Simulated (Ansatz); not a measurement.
A nudged elastic band was laid between two geometries of AlH5O2Si (9 atoms, charge 0, multiplicity 1).

The calculation used Ansatz, RKS PBE/def2-SVP.

- movable images: 7
- climbing image: yes
- spring: 5.0 eV/Å²
- optimiser: quadratic models (default)
- start path: through a guess of the saddle point
- force threshold: 0.05 eV/Å
- iteration limit: 60
- end points: relaxed

Initial state:

```xyz
9
Properties=species:S:1:pos:R:3
Al 0.404 -0.049 0.087
O 0.864 0.036 1.735
H 0.301 -0.247 2.472
H 1.455 0.460 -0.973
O -1.121 -0.654 -0.398
Si -2.605 -1.295 -0.778
H -2.880 -2.517 0.060
H -3.692 -0.284 -0.520
H -2.653 -1.692 -2.230
```

Final state:

```xyz
9
Properties=species:S:1:pos:R:3
Al 0.436 0.065 -1.119
O 0.815 0.376 1.004
H -0.014 -0.145 1.175
H 1.552 -0.104 1.432
O -1.041 -0.632 -0.345
Si -2.555 -1.290 -0.614
H -2.653 -2.651 0.031
H -3.629 -0.413 -0.021
H -2.838 -1.447 -2.087
```

Which bonds break or form, and what moves?

Bonds broken: Al1–H4. Bonds formed: O2–H4.

What energy profile does the band end with?

The forces met the threshold. The highest image is number 4 of 0 to 8, 59.6 kcal/mol above the first end and 27.8 kcal/mol above the last; the last end lies 31.9 kcal/mol above the first. A vibrational analysis at the climbing image gives one clearly imaginary mode, 1270i cm⁻¹: a first-order saddle point. The orbitals stay closed-shell, which can raise the energy where a bond breaks towards radicals; this wasn't checked here.

```csv
image,path coordinate (Å),energy (kcal/mol),Al1–H4 (Å),O2–H4 (Å)
0,0.00,0.0,1.58,2.80
1,0.54,1.8,1.58,2.66
2,1.08,12.0,1.58,2.40
3,1.61,37.9,1.61,1.91
4,2.15,59.6,1.73,1.37
5,2.89,36.4,2.40,0.98
6,3.64,33.5,2.72,0.98
7,4.37,32.2,2.79,0.98
8,5.11,31.9,2.79,0.98
```

What is the geometry of the highest image?


```xyz
9
Properties=species:S:1:pos:R:3:forces:R:3
Al 0.254 0.011 -0.349 0.00 0.00 0.00
O 0.917 0.326 1.351 0.00 0.00 0.00
H 0.983 -0.125 2.226 0.00 0.00 0.00
H 1.827 0.246 0.334 0.00 0.00 0.00
O -1.318 -0.692 -0.428 0.00 0.00 -0.01
Si -2.796 -1.345 -0.828 0.00 0.00 0.00
H -3.010 -2.635 -0.081 0.00 0.00 0.00
H -3.906 -0.394 -0.465 0.00 0.00 0.00
H -2.879 -1.633 -2.305 0.00 0.00 0.00
```

What are the harmonic wavenumbers there?

1270i, 15, 48, 79, 159, 231, 277, 516, 617, 705, 708, 778, 916, 918, 964, 1062, 1633, 2153, 2155, 2157, 3520 cm⁻¹.

The run took 3.6 min on 2 threads of Arm Neoverse V2, on a shared host, peak memory 0.12 GiB.
